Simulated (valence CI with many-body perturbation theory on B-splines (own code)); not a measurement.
Values are calculated unless marked as measured or tabulated.
# Kr¹⁵⁺: what the settings do

Method: relativistic CI+MBPT: three valence electrons over a frozen Dirac-Fock core [Ar], radial functions for each j: 6 s, 6 p, 5 d, 5 f, 1 g, with the one-electron correlation potential Σ1, the two-electron term Σ2, the three-electron term Σ3, Breit, model QED; selected CI, second order for the rest, scaled by the run's own slope (own B-spline code, finite nucleus).

No measured spectrum was set against this ion. As an estimate, terms of the open shell hold to 2 to 4 % of their energy, and close levels can change places. Only levels of the ground parity were solved; by the run's estimate the other parity begins above the list, which can be wrong where configurations are misplaced.

The reference run has the lowest level 3d3 4F_3/2 and an ionisation energy of 540.339 eV. Its largest variational space holds 2171 state functions.

Names give the largest LS component (configuration and term), which can be under half, so a name can repeat, a term be missing and a line seem to break the LS rules; names also repeat where a configuration has a term twice. Letters in brackets count levels of one name in rising energy.

Changed runs:
A. orbitals per symmetry with explicit Σ2 and valence Breit (the others get mean screening factors) 5 → 2
B. natural orbitals for correlation on → off; screening of Σ1 on → off
C. averaging of valence orbitals over low configurations on → off
D. scale of Σ1 1 → 3 (bad on purpose)

Excitation energies of the reference run in cm⁻¹, and shifts in cm⁻¹:

```tsv
Level	Reference	A	B	C	D
3d3 4F_5/2	5895	+4.5	-40	+7.2	+263
3d3 4F_7/2	12534	+14	-37	+7.8	+515
3d3 4F_9/2	19249	+33	+14	0	+723
3d3 4P_3/2	43273	-175	+1101	-194	+363
3d3 4P_1/2	44551	-237	+897	-158	+502
3d3 2G_7/2	51101	+408	+1207	-190	+722
3d3 4P_5/2	53657	-238	+860	-137	+864
3d3 2G_9/2	54239	+449	+1193	-196	+738
3d3 2D_3/2 [a]	63065	+70	+1752	-260	+852
3d3 2P_1/2	67027	+16	+1820	-350	+953
3d3 2H_11/2	73062	+588	+1340	-234	+1064
3d3 2H_9/2	73577	+546	+1308	-218	+1250
Ionisation energy (eV)	540.339	+0.113	-0.020	+0.014	+5.079
```
